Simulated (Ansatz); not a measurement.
Input file for Ansatz (an electronic-structure program): R-revPBE/def2-TZVPPD on CH5ClO (a complex). Files ending in .json are basis or fitting sets from the Basis Set Exchange.

Ansatz 0.2 input:
```yaml
crystal:
  periodic: [false, false, false]
  atoms:
    - {symbol: O, position_ang: [0.14541781, 0.25791158, 0.11241167]}
    - {symbol: H, position_ang: [-0.43692279, 0.42195430, 0.86624213]}
    - {symbol: H, position_ang: [-0.41687628, -0.13738397, -0.56120688]}
    - {symbol: C, position_ang: [0.81335866, -0.91818991, 3.15372680]}
    - {symbol: Cl, position_ang: [-0.80684212, -0.13327769, 3.26394450]}
    - {symbol: H, position_ang: [1.12211754, -0.88621152, 2.11360810]}
    - {symbol: H, position_ang: [1.49663495, -0.35831388, 3.78421931]}
    - {symbol: H, position_ang: [0.71138526, -1.93975519, 3.50586540]}
basis:
  gaussian:
    orbitals: def2-TZVPPD.json
hamiltonian:
  xc: {name: revPBE}
scf: {lower_state_search: off}
```

Program output:

```
WARN ansatz: RAYON_NUM_THREADS=2 ignored (pool sized by the plan → 2); use --threads N
Functional definition: revPBE
these checks for a lower state are left out or cut short: stability, starts, cluster_reference, orbital_swaps, neighbouring_geometries, increment
integrals: 0.11 GiB planned
977 factors; their error is unknown
mean field: 0.84 GiB planned
mean field evaluation 1: about -15676.1504 eV, gradient 7.7e1 eV
mean field evaluation 2: about -15635.1741 eV, gradient 1.5e2 eV
mean field evaluation 4: about -15686.6878 eV, gradient 1.5e1 eV
mean field evaluation 8: about -15687.1507 eV, gradient 1.9e-1 eV
mean field evaluation 16: about -15687.1248 eV, gradient 2.4e-4 eV
mean field -15687.12478846 eV, -576.4912028607 hartree, gradient 4.3e-6 eV, S^2 0.000000; 0 other end points of the search recorded, 0 dependent functions left out
reference -15687.12486438 eV, -576.4912056510 hartree; 18, 18 occupied and 195, 195 virtual orbitals, 977 factors
Total energy: -15687.12486438 eV, -576.4912056510 hartree
Checks for a lower state left out: stability, starts, cluster_reference, orbital_swaps, neighbouring_geometries, increment
```

Self-consistency was reached.

Cost: roughly 1.9 core-seconds.
